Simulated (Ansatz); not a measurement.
`[CH3][Al]([F])[O][GeH3]`, relaxed with RKS PBE0-D4/def2-TZVP in Ansatz 0.2.0 from a PBE-D4/def2-SVP geometry. The force threshold is 0.005 eV/Å; the program also tests the step.

Charge 0, multiplicity 1.

Start:

```xyz
11

C     1.959    1.515   -0.032
Al    0.256    0.741    0.493
F    -0.607    1.406    1.775
O    -0.401   -0.620   -0.301
Ge   -1.764   -1.776   -0.368
H     2.276    1.166   -1.035
H     1.914    2.624   -0.038
H     2.749    1.227    0.693
H    -1.659   -2.741    0.846
H    -1.618   -2.550   -1.703
H    -3.105   -0.991   -0.330
```

Question: By how much does the energy fall, and how many steps does the optimiser take? (An estimate is asked.)

Answer: Ansatz gave: 1.25 kcal/mol, in 30 steps, 6 of them rejected.

Question: Which bonds change most? (Best estimate.)

Answer: Computed: Al2–O4 from 1.708 to 1.676 Å; Al2–F3 from 1.682 to 1.654 Å; O4–Ge5 from 1.788 to 1.765 Å; C1–H8 from 1.111 to 1.094 Å.

Question: Give the relaxed structure. (Best estimate.)

Answer: Ansatz gave: 
```xyz
11

C     1.938    1.508   -0.038
Al    0.287    0.676    0.523
F    -0.478    1.232    1.880
O    -0.417   -0.598   -0.308
Ge   -1.766   -1.734   -0.385
H     2.340    1.041   -0.939
H     1.787    2.572   -0.241
H     2.693    1.442    0.750
H    -1.688   -2.675    0.830
H    -1.609   -2.521   -1.695
H    -3.086   -0.944   -0.376
```
